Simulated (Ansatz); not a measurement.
`O[SiH2][SiH](Cl)Cl` and `Cl[SiH](Cl)I` differ in one atom or group.

Ansatz, PBE0-D4/def2-TZVP geometries, multiplicity 1. Each molecule was computed in one conformer, which needn't be the lowest.

Elements past krypton have def2 core potentials.  Spin–orbit coupling is left out; it splits and shifts lone-pair levels of the heavy atoms by tenths of an eV.

| property | `O[SiH2][SiH](Cl)Cl` |
| --- | --- |
| LUMO energy (PBE0/def2-TZVPP) / eV | -0.99 |
| LUMO energy (PBE/def2-TZVPP) / eV | -1.84 |
| HOMO–LUMO gap (B3LYP/def2-TZVPP) / eV | 6.63 |
| LUMO energy (B3LYP/def2-TZVPP) / eV | -1.16 |
| size of the dipole moment (PBE/def2-TZVPP) / D | 0.76 |
| size of the dipole moment (ωB97M-V/def2-TZVPP) / D | 0.74 |

Give the same properties after the change, and the shifts. (An estimate is asked.)

Computed: 
```json
{"property": "LUMO energy (PBE0/def2-TZVPP) / eV", "`Cl[SiH](Cl)I`": "-1.11", "shift": "-0.12"}
{"property": "LUMO energy (PBE/def2-TZVPP) / eV", "`Cl[SiH](Cl)I`": "-1.97", "shift": "-0.13"}
{"property": "HOMO–LUMO gap (B3LYP/def2-TZVPP) / eV", "`Cl[SiH](Cl)I`": "6.52", "shift": "-0.11"}
{"property": "LUMO energy (B3LYP/def2-TZVPP) / eV", "`Cl[SiH](Cl)I`": "-1.34", "shift": "-0.18"}
{"property": "size of the dipole moment (PBE/def2-TZVPP) / D", "`Cl[SiH](Cl)I`": "0.62", "shift": "-0.14"}
{"property": "size of the dipole moment (ωB97M-V/def2-TZVPP) / D", "`Cl[SiH](Cl)I`": "0.68", "shift": "-0.06"}
```

The zero-point energy changes by -80.7 kJ/mol with -12 modes. Dipoles are sizes alone; their direction can turn.

B3LYP here is the variant with VWN-RPA as its local correlation; programs differ in this.
